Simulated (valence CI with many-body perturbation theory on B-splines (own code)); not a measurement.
## Energy levels of Te³⁷⁺

Calculated by configuration interaction combined with many-body perturbation theory (CI+MBPT): five valence electrons over a frozen Dirac-Fock core [Ne], a basis of 9 s, 9 p, 8 d, 6 f, 3 g, 1 h functions for each j, with the one-electron correlation potential Σ1, the two-electron term Σ2, the three-electron term Σ3, Breit, model QED; selected CI, second order for the rest (own B-spline code, finite nucleus).

The last digits are not significant, and no measured levels were compared; by estimate large intervals hold to a few tenths of a per cent, small ones and those within an open d or f shell to about a per cent. Among the levels kept, up to 530 cm⁻¹ of a level comes from second order outside the variational space, and about a tenth of that is noise between levels of different J, which matters for small intervals.

Levels 46 to 52 of 52, with energies above the lowest level, (3s^2 3p1/2^2 3p3/2) J=3/2. "Leading %" is the weight of the configuration and term that name the level; weights of strongly mixed levels are sums over their largest components and can fall short. In the jj column 3d3/2^4 stands for four electrons in 3d with j = 3/2.

| No. | Configuration | Term | J | E (eV) | Leading % | g | Second component | Leading jj |
| --- | --- | --- | --- | --- | --- | --- | --- | --- |
| 46 | 3s2 3p2 3d | 2D | 5/2 | 322.64 | 53 | 1.131 | 31 % 3s2 3p2 3d 2F | 3s^2 3p3/2^2 3d5/2 (84 %) |
| 47 | 3s 3p3 3d | 4D° | 5/2 | 324.12 | 33 | 1.398 | 20 % 3s 3p3 3d 6D° | 3s 3p1/2^2 3p3/2 3d5/2 (82 %) |
| 48 | 3s 3p3 3d | 2P° | 3/2 | 327.22 | 29 | 1.253 | 25 % 3p5 2P° | 3s 3p1/2^2 3p3/2 3d5/2 (48 %) |
| 49 | 3s 3p3 3d | 4G° | 5/2 | 327.24 | 36 | 0.842 | 16 % 3s 3p3 3d 2F° | 3s 3p1/2^2 3p3/2 3d3/2 (80 %) |
| 50 | 3s 3p3 3d | 4D° | 1/2 | 329.83 | 49 | 0.587 | 16 % 3s 3p3 3d 2P° | 3s 3p1/2^2 3p3/2 3d3/2 (80 %) |
| 51 | 3s 3p4 | 2P | 1/2 | 333.80 | 29 | 1.648 | 28 % 3s 3p4 2S | 3s 3p3/2^4 (69 %) |
| 52 | 3s 3p3 3d | 2F° | 7/2 | 333.88 | 31 | 1.224 | 18 % 3s 3p3 3d 4D° | 3s 3p1/2^2 3p3/2 3d5/2 (58 %) |
